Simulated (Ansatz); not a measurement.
Consider the cleavage of the Ge–Si bond: `BO[SiH2][GeH2][F]` + CH₃NH₂ → `C[NH][GeH2][F]` + `BO[SiH3]`.

Gas-phase electronic energies from Ansatz, PBE0-D4/def2-TZVP geometries. CCSD(T)/CBS is the MP2 limit (def2-TZVPP, def2-QZVPP) plus CCSD(T) − MP2 in def2-TZVPP, frozen cores. DFT in def2-TZVPP. For Ge outer-core shells are correlated without core-valence functions, which leaves a few kJ/mol of doubt a bond. Scalar relativity is left out up to krypton. One conformer a species, not always the lowest.

`BO[SiH2][GeH2][F]`:

```xyz
11

B    -0.540    0.517   -2.237
O     0.355    0.566   -1.227
Si    0.806   -0.561   -0.099
Ge   -0.065    0.128    2.016
F    -1.805    0.144    1.813
H    -1.131   -0.506   -2.465
H    -0.708    1.510   -2.884
H     2.289   -0.597   -0.056
H     0.275   -1.902   -0.461
H     0.313    1.559    2.434
H     0.211   -0.859    3.165
```

CH₃NH₂:

```xyz
7

C     0.203   -0.190    0.496
N    -0.186    0.578   -0.675
H    -0.101   -1.247    0.487
H    -0.223    0.272    1.389
H     1.289   -0.156    0.607
H    -1.191    0.569   -0.790
H     0.208    0.173   -1.514
```

`C[NH][GeH2][F]`:

Z-matrix (Å, degrees):
```
C
N 1 1.450
H 1 1.097 2 113.8
H 1 1.094 2 110.4 3 122.0
H 1 1.093 2 109.6 3 -120.4
Ge 2 1.805 1 121.9 3 81.4
H 2 1.009 1 113.1 3 -63.2
F 6 1.754 2 111.6 1 -67.2
H 6 1.531 2 109.3 1 176.7
H 6 1.532 2 109.0 1 47.7
```

`BO[SiH3]`:

Z-matrix (Å, degrees):
```
Si
O 1 1.658
H 1 1.482 2 107.9
H 1 1.482 2 107.9 3 -118.9
H 1 1.485 2 110.1 3 120.6
B 2 1.347 1 132.3 3 -120.7
H 6 1.199 2 118.0 1 180.0
H 6 1.204 2 120.0 1 0.0
```

(1) Is it downhill or uphill in electronic energy at CCSD(T)/CBS, and by how much? (Estimate.)

(2) What do these levels give: PBE-D4, r2SCAN-D4, PBE0-D4, CCSD(T)/def2-TZVPP, HF/def2-QZVPP, SCS-MP2/def2-QZVPP? (An estimate is asked.)

Largest T1 diagnostic among the species: 0.013.

Results:

(1) Computed: Downhill: ΔE = -0.24 eV.

(2) The calculation gave: PBE-D4 -0.06, r2SCAN-D4 -0.16, PBE0-D4 -0.10, CCSD(T)/def2-TZVPP -0.26, HF/def2-QZVPP -0.33, SCS-MP2/def2-QZVPP -0.33 eV.

From PBE to PBE0 (25 % exact exchange), in def2-TZVPP and without D4, ΔE moves by −0.04 eV.
